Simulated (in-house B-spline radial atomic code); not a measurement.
# Binding energies in Ne⁴⁺

NIST's tabulated ground configuration is [He] 2s2 2p2; each binding energy is the energy of the ion with one electron taken from that subshell, relaxed, less that of the parent. Method: Dirac-Hartree-Fock, average of configuration, Fermi nucleus of rms radius 3.0055 fm. Calculated with an all-electron radial atomic-structure program (B-spline basis). Energies include first-order Breit, QED and recoil terms.

```json
{"subshell": "1s", "X-ray name": "K", "binding energy (eV)": "1004.1", "-ε (eV)": "1014.9", "relaxation (eV)": "10.2"}
{"subshell": "2s", "X-ray name": "L1", "binding energy (eV)": "142.9", "-ε (eV)": "143.9", "relaxation (eV)": "1.0"}
{"subshell": "2p", "X-ray name": "L2,3", "binding energy (eV)": "124.1", "-ε (eV)": "125.2", "relaxation (eV)": "1.1"}
```

Relaxation = -ε minus the binding energy without Breit, QED and recoil terms.

Question: What does it cost to remove both a 2s and a 2p electron?

Answer: 296.28 eV, which is 29.33 eV more than the two single binding energies together.

Question: What does it cost to remove two 2s electrons?

Answer: 317.21 eV, which is 31.42 eV more than the two single binding energies together.

Question: What does it cost to remove both a 1s and a 2p electron?

Answer: 1173.6 eV, which is 45.35 eV more than the two single binding energies together.
